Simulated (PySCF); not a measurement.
## Radial density of As³⁺ (arsenic, charge +3)

UHF, [Ar] 3d10 4s2, closed-shell 1S. All numbers are calculated (PySCF 2.14, scalar relativity through the core potential, in aug-cc-pVTZ-PP with one added diffuse shell each of s, d, f type with ECP10MDF (7s5p5d3f, 68 functions)). This is the valence pseudo-density: the core potential removes the inner electrons and smooths the orbitals near the nucleus.

```json
{"r (bohr)": "0.000991", "4πr²ρ (e/bohr)": "3.092e-05"}
{"r (bohr)": "0.00167", "4πr²ρ (e/bohr)": "8.688e-05"}
{"r (bohr)": "0.00280", "4πr²ρ (e/bohr)": "0.0002412"}
{"r (bohr)": "0.00471", "4πr²ρ (e/bohr)": "0.0006483"}
{"r (bohr)": "0.00793", "4πr²ρ (e/bohr)": "0.001618"}
{"r (bohr)": "0.0133", "4πr²ρ (e/bohr)": "0.003588"}
{"r (bohr)": "0.0224", "4πr²ρ (e/bohr)": "0.007229"}
{"r (bohr)": "0.0377", "4πr²ρ (e/bohr)": "0.01473"}
{"r (bohr)": "0.0635", "4πr²ρ (e/bohr)": "0.06552"}
{"r (bohr)": "0.107", "4πr²ρ (e/bohr)": "0.5566"}
{"r (bohr)": "0.180", "4πr²ρ (e/bohr)": "3.783"}
{"r (bohr)": "0.302", "4πr²ρ (e/bohr)": "16.37"}
{"r (bohr)": "0.508", "4πr²ρ (e/bohr)": "30.76"}
{"r (bohr)": "0.855", "4πr²ρ (e/bohr)": "13.62"}
{"r (bohr)": "1.44", "4πr²ρ (e/bohr)": "2.733"}
{"r (bohr)": "2.42", "4πr²ρ (e/bohr)": "0.6259"}
{"r (bohr)": "4.07", "4πr²ρ (e/bohr)": "0.01446"}
{"r (bohr)": "6.84", "4πr²ρ (e/bohr)": "1.393e-05"}
```

Energies and moments cover only the electrons outside the core potential.
